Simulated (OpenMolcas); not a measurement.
**C II: the spin-orbit constant, thermal populations, worked from levels**

```
Program             : OpenMolcas 26.06
Basis               : ANO-RCC-VQZP [5s4p3d2f1g]
Scalar Hamiltonian  : DKH2, point nucleus
Active space        : 3 electrons in 4 orbitals (2s 2p)
State averaging     : 2S+1 = 4 odd, 1 root; 2S+1 = 2 odd, 11 roots; 2S+1 = 4 even, 3 roots; 2S+1 = 2 even, 9 roots
Spin-orbit coupling : RASSI with atomic mean-field integrals over the reference wave functions, term energies averaged over their components
```

Methods: CASSCF; MS-CASPT2, IPEA 0.25 Eh, imaginary shift 0.1 Eh (closed shells correlated: 1s). Measured levels: NIST Handbook of Basic Atomic Spectroscopic Data.

**The spin-orbit constant.** For the Hund term ²P° of p1, E(J) = (A/2) J(J+1) + constant and ζ = 2S·A = A. From J = 1/2 to J = 3/2 the energy changes by 1.5 A.

```tsv
Source	E(3/2) - E(1/2)	A	ζ
CASSCF	57.9	38.6	39
MS-CASPT2	58.4	38.9	39
measured	63.4	42.3	42
```

All in cm-1. MS-CASPT2 is off by -7.9 % and CASSCF by -8.7 %. Both methods take the spin-orbit matrix elements from the reference wave functions, so the second can move ζ only through the term energies and any multistate remixing.

**Thermal populations.** Z = Σ (2J + 1) exp(-E/kT) with k = 0.695035 cm-1/K, over the levels below. No other level of either list lies under 90000 cm-1, which is above 7 kT at each temperature.

```
         Level  2J + 1  MS-CASPT2  measured
2s² 2p ²P°_1/2       2        0.0       0.0
2s² 2p ²P°_3/2       4       58.4      63.4
 2s 2p² ⁴P_1/2       2      41660     43003
 2s 2p² ⁴P_3/2       4      41680     43025
 2s 2p² ⁴P_5/2       6      41710     43054
 2s 2p² ²D_3/2       4      74690     74933
 2s 2p² ²D_5/2       6      74690     74930
```

```csv
T (K),"Z, MS-CASPT2","Z, measured levels","Ground level (%), MS-CASPT2","Ground level (%), measured levels"
5000,5.933,5.928,33.7,33.7
8000,5.965,5.960,33.5,33.6
12000,6.054,6.040,33.0,33.1
```

At 12000 K, kT = 8340 cm-1, and the computed levels give Z = 2.000 + 3.972 + 0.014 + 0.027 + 0.040 + 0.001 + 0.001 = 6.054.

Without dynamic correlation excited terms often stand tens of per cent too high (terms of higher spin than the ground term too low), and those without a measured partner can miss by more than the paired ones (holds for CASSCF). Computed and measured levels are paired by configuration, term and J; levels that our copy of the source lacks, or whose pairing is in doubt (as where it misses far off the trend of its configuration), stay unpaired and out of the deviations. Levels of configurations outside the active space are missing.

° marks odd parity.
